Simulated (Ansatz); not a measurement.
The cluster Na3Sb, relaxed as a singlet with RKS r2SCAN-D4/def2-TZVP in Ansatz, starting from the GFN2-xTB geometry. Force threshold 0.02 eV/Å.

In the def2 sets Sb takes a core potential; there is no spin–orbit coupling. The structure comes from a short search, and lower isomers may exist.

Start:

Cartesian coordinates in Å:
```
Na 0.557 0.351 1.848
Na -0.039 1.695 -1.077
Na 1.100 -1.480 -0.785
Sb -1.619 -0.566 0.014
```

(1) Estimate the energy that the relaxation releases and the steps that it takes.

(2) Does the start keep its bonding and symmetry?

(3) Predict the relaxed structure.

## Answers

(1) 40.5 kJ/mol, in 5 steps; 11 s on 4 threads of Arm Neoverse V2 on a shared host. No frequencies were taken in this run, so the end may be a saddle point.

(2) By distances, no bond broke or formed, bridged metal pairs apart. The bond that changes most is Na1–Sb4, from 2.99 to 2.84 Å (atoms count from 1). Metal–metal contacts that move far: Na1–Na3 3.25 to 4.01 Å, Na1–Na2 3.27 to 4.01 Å, Na2–Na3 3.39 to 4.01 Å. The end is the same structure that another start reached, the lowest one found. Point group Cs at the start, C3v at the end, both within 0.05 Å.

(3) 
```xyz
4

Na    0.388    0.341    2.294
Na   -0.281    1.918   -1.331
Na    1.059   -1.846   -0.999
Sb   -1.167   -0.412    0.036
```
Bond lengths (bridged metal pairs left out): 3 × Na–Sb 2.84 Å.
